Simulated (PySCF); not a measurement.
## From computed data to an observable: dipole moment from atomic charges

Cl5Si2, SMILES Cl[Si](Cl)[Si](Cl)(Cl)Cl, multiplicity 2. Atoms are numbered in the order given.

```xyz
7

Cl     2.2190     0.0405    -1.6965
Si     1.3145    -0.7346     0.0000
Cl     2.2190     0.0405     1.6965
Si    -0.9204    -0.0114     0.0000
Cl    -1.0671     2.0406     0.0000
Cl    -1.8476    -0.7536     1.6788
Cl    -1.8476    -0.7536    -1.6788
```
Charge 0, spin multiplicity 2.

Geometry: r2SCAN-D4/def2-SVP. The isomer is the one that the SMILES or the coordinates give; other isomers of the formula were not compared. Other conformers were not sampled.

Charges (e) from r2SCAN/def2-TZVP (PySCF):

```
atom  ESP fit  Mulliken
----  -------  --------
Cl1    -0.062    -0.197
Si2     0.190     0.390
Cl3    -0.062    -0.197
Si4    -0.093     0.580
Cl5     0.007    -0.186
Cl6     0.009    -0.194
Cl7     0.009    -0.194
```

The dipole moment of the full density is 0.68 D.

**Question.** What dipole moment does each set of point charges give, and which comes closer to that of the density?

**Answer.** 
μ = Σ q r, and 1 e Å = 4.8032 D.
ESP fit: Σ q r = (0.019, -0.143, 0.000) e Å, |μ| = 0.69 D.
Mulliken: Σ q r = (0.020, -0.396, 0.000) e Å, |μ| = 1.91 D.
ESP fit comes closer in size. Point charges leave out the atoms' own dipoles (lone pairs, polarised bonds); fits to the potential absorb them, partitions of the density don't.
